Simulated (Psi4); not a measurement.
Psi4 was given this input:
```
memory 2 GB

molecule {
0 1
Si    0.06685327   -0.42675674    0.00274181
O    -0.16591088    1.05908930   -0.00680439
H    -0.98465592   -1.43401683   -0.00031696
H     1.37599714   -1.06410322    0.01636676
}

set {
  basis def2-svpd
}

energy('scf')
print_variables()
```

**Question.** Give the nuclear repulsion energy at the level HF/def2-SVPD (Psi4).

**Answer.** 53.0306 Eh

**Question.** What is the computed total energy (HF/def2-SVPD)?

**Answer.** -364.7866 Eh
